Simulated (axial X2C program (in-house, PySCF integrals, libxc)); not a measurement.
# Curves of CoC from open-shell CI on d7 s0 p(π)0

Calculated with an axial X2C code built on PySCF integrals: two-component X2C with atomic mean-field Coulomb and Gaunt terms, basis Co dyall-v3z, C dyall-v3z (cores contracted in-house). Orbitals come from Hartree–Fock averaged over the configuration Co d7 s0 p(π)0; CI then distributes these electrons over the d, s, p(π) shells of Co.

Scan along the bond; masses Co 58.933 u, C 12.000 u. Energies in cm⁻¹ from the lowest point; levels are followed by energy order within each Ω. Lowest level at 2.279 Å: 100% d7.

```json
{"R (Å)": "2.119", "(1)Ω=9/2": "117", "(1)Ω=7/2": "411", "(1)Ω=5/2": "494", "(1)Ω=3/2": "641", "(1)Ω=1/2": "809", "(2)Ω=7/2": "1252", "(2)Ω=1/2": "1289"}
{"R (Å)": "2.199", "(1)Ω=9/2": "0", "(1)Ω=7/2": "197", "(1)Ω=5/2": "287", "(1)Ω=3/2": "415", "(1)Ω=1/2": "540", "(2)Ω=7/2": "1029", "(2)Ω=1/2": "1061"}
{"R (Å)": "2.279", "(1)Ω=9/2": "13", "(1)Ω=7/2": "141", "(1)Ω=5/2": "226", "(1)Ω=3/2": "333", "(1)Ω=1/2": "426", "(2)Ω=7/2": "961", "(2)Ω=1/2": "989"}
{"R (Å)": "2.370", "(1)Ω=9/2": "112", "(1)Ω=7/2": "185", "(1)Ω=5/2": "258", "(1)Ω=3/2": "344", "(1)Ω=1/2": "411", "(2)Ω=7/2": "994", "(2)Ω=1/2": "1016"}
{"R (Å)": "2.461", "(1)Ω=9/2": "252", "(1)Ω=7/2": "287", "(1)Ω=5/2": "345", "(1)Ω=3/2": "413", "(1)Ω=1/2": "463", "(2)Ω=7/2": "1086", "(2)Ω=1/2": "1100"}
{"R (Å)": "2.564", "(1)Ω=9/2": "419", "(1)Ω=7/2": "426", "(1)Ω=5/2": "469", "(1)Ω=3/2": "521", "(1)Ω=1/2": "558", "(2)Ω=7/2": "1216", "(2)Ω=1/2": "1223"}
{"R (Å)": "2.689", "(1)Ω=9/2": "605", "(1)Ω=7/2": "592", "(1)Ω=5/2": "620", "(1)Ω=3/2": "657", "(1)Ω=1/2": "684", "(2)Ω=7/2": "1374", "(2)Ω=1/2": "1372"}
```

(1) Fit the curves (1)Ω=9/2, (1)Ω=7/2, (1)Ω=5/2, (1)Ω=3/2, (1)Ω=1/2, (2)Ω=7/2, (2)Ω=1/2 near their minima.

The 7 lowest curves are shown; the next is (2)Ω=3/2, from 1096 cm⁻¹.

Dynamic correlation is missing, so gaps between terms are too wide and other configurations may lie lower; the lowest level listed is that of this model, not necessarily the ground state. For d shells the ligand-field splittings (σ, π, δ) and their order can be off by a thousand cm⁻¹ or more. At most 4 roots were kept for each Ω > 0 (twice that for Ω = 0) within 3.2 eV of the lowest, so higher up levels can be missing between those listed; levels with Ω > 0 are doubly degenerate and listed once, Ω = 0 levels singly. States that fill the shells left empty in the average are placed too high.

Answers

(1) From the open-shell CI curves, Te from the lowest:

```tsv
level	Te (cm⁻¹)	Re (Å)	ωe (cm⁻¹)
(1)Ω=9/2	0	2.227	235.2
(1)Ω=7/2	148	2.281	216.4
(1)Ω=5/2	232	2.290	203.2
(1)Ω=3/2	334	2.311	190.8
(1)Ω=1/2	413	2.337	184.0
(2)Ω=7/2	967	2.291	209.7
(2)Ω=1/2	994	2.296	204.3
```

Without dynamic correlation distances can be off by several hundredths of an Å (long for ionic bonds, short for multiple bonds) and the wavenumbers are rough.
